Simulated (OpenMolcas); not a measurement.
# Exact exchange and the dipole moment of C2HF2Ge

C2HF2Ge: 6 atoms, total charge 0, spin state doublet. SMILES: `C#[C][Ge]([F])[F]`. Geometry: relaxed at PBE0-D4/def2-TZVP.

The dipole moment y, in D, basis 6-31G(d); a is the functional's share of exact exchange. Programs: OpenMolcas 26.06.

```
functional     program     a  y (D)
  U-revPBE  OpenMolcas     0   2.70
      UPBE  OpenMolcas     0   2.72
    UB3LYP  OpenMolcas   0.2      ?
     UPBE0  OpenMolcas  0.25   2.99
    UBHLYP  OpenMolcas   0.5   3.23
```

**Question.** Fit y = c + s·a to the known rows and predict UB3LYP.

**Answer.** 
1. Means of the 4 rows: a = 0.1875, y = 2.910.
2. Σ(Δa)² = 0.17188, Σ(Δa·Δy) = 0.18, so the slope is 0.18/0.17188 = 1.0472.
3. Intercept: 2.910 − (1.0472) × 0.1875 = 2.714. The largest residual of the fit is 0.015.
4. UB3LYP: 2.714 + (1.0472) × 0.2 = 2.92 D.

The run gave 2.96 D, so the prediction is off by -0.04 D, more than the largest residual. More exact exchange makes the molecule more polar here. The rows mix families of semi-local functionals, which the line can't see.
